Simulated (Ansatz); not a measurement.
Consider the silylene formation by 1,1-elimination: `FCOB[SiH2]S` → `BOCF` + `[SiH]S`.

Computed with Ansatz on PBE0-D4/def2-TZVP structures; ΔE is electronic, products minus reactants. CBS: MP2 limit from def2 TZ/QZ plus the TZ coupled-cluster correction, frozen cores. This one scheme is used for every species. Functionals use def2-TZVPP. B3LYP here is the variant with VWN-RPA as its local correlation; programs differ in this. One conformer a species, not always the lowest.

`FCOB[SiH2]S`:

```xyz
12

F     1.692    1.924    1.605
C     1.914    0.630    1.248
O     1.186    0.353    0.093
B     0.023   -0.331    0.139
Si   -1.073   -0.573   -1.541
S    -2.959    0.405   -1.196
H     1.595   -0.015    2.073
H     2.976    0.516    1.019
H    -0.353   -0.756    1.204
H    -1.271   -2.016   -1.861
H    -0.520    0.108   -2.739
H    -3.209   -0.243   -0.045
```

`BOCF`:

Cartesian coordinates in Å:
```
B 0.508 -0.319 1.211
O 0.392 0.588 0.218
C -0.401 0.341 -0.895
F 0.401 -0.017 -1.937
H -0.123 -1.339 1.161
H 1.240 -0.041 2.112
H -1.101 -0.480 -0.706
H -0.916 1.266 -1.164
```

`[SiH]S`:

Cartesian coordinates in Å:
```
Si -0.003 -0.027 -1.107
S -0.075 0.071 1.005
H 1.307 -0.801 -1.006
H -1.229 0.756 1.109
```

Is it downhill or uphill in electronic energy at CCSD(T)/CBS, and by how much? (Best estimate.)

Ansatz gave: Uphill: ΔE = +139.4 kJ/mol.

What do these levels give: PBE-D4, r2SCAN-D4, r2SCAN, PBE0, B3LYP, MP2/def2-TZVPP, SCS-MP2/def2-TZVPP, CCSD/def2-TZVPP, CCSD(T)/def2-TZVPP, SCS-MP2/def2-QZVPP, MP2/CBS(def2), CCSD/CBS(def2)? (Estimate.)

Ansatz gave: PBE-D4 141.0, r2SCAN-D4 151.7, r2SCAN 149.1, PBE0 143.6, B3LYP 118.6, MP2/def2-TZVPP 145.0, SCS-MP2/def2-TZVPP 137.0, CCSD/def2-TZVPP 133.7, CCSD(T)/def2-TZVPP 135.2, SCS-MP2/def2-QZVPP 139.8, MP2/CBS(def2) 149.2, CCSD/CBS(def2) 137.8 kJ/mol.

Largest T1 diagnostic among the species: 0.016.

The D4 term adds +12.8 kJ/mol with B3LYP and +7.4 kJ/mol with PBE0; it sums over pairs of atoms, weighted by their polarisabilities, and B3LYP, whose exchange is more repulsive, gets the larger term. From PBE to PBE0 (25 % exact exchange), in def2-TZVPP and without D4, ΔE moves by +10.8 kJ/mol. In def2-TZVPP, CCSD(T) changes the Hartree–Fock value by +11.1 kJ/mol (the triples alone add +1.5 kJ/mol) and MP2 by +20.9 kJ/mol.
